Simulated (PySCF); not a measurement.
C5H11NO.
Atom-mapped SMILES: `[CH3:1][CH2:2][C:3](=[O:4])[N:5]([CH3:6])[CH3:7]` (hydrogens: H8, H9, H10 on C1; H11, H12 on C2; H13, H14, H15 on C6; H16, H17, H18 on C7)

Torsions of this conformer, `[CH3:1][CH2:2][C:3](=[O:4])[N:5]([CH3:6])[CH3:7]`: C1–C2–C3–O4 -2°, C2–C3–N5–C6 0°.

The closed-shell ground state was solved at several levels (PySCF, density fitting, gas phase, non-relativistic). Isolated species at its GFN2-xTB geometry (one conformer only).

```
            level  basis functions  HOMO (eV)  LUMO (eV)  gap (eV)  dipole (D)
    PBE0/pcSseg-1              174      -6.81       1.10      7.91        3.87
wB97X-D/def2-SVPD              231      -8.75       2.05     10.80        3.90
```

(1) Estimate the row for B3LYP/pcJ-1, a basis of 299 functions; the other rows only guide the guess.

(2) Over all these levels, which gives the widest orbital gap and which the narrowest?

(3) How far do the dipole and the HOMO energy spread over the levels?

Results:

(1) HOMO -6.58 eV, LUMO 0.82 eV, gap 7.40 eV, dipole 3.86 D.

(2) wB97X-D/def2-SVPD (range-separated hybrid) has the widest, 10.80 eV, and B3LYP/pcJ-1 (global hybrid, 20 % exact exchange) the narrowest, 7.40 eV. Functional and basis both differ between the two, so the spread mixes both effects.

(3) The dipole runs from 3.86 to 3.90 D (mean 3.88 D) and the HOMO from -8.75 to -6.58 eV.
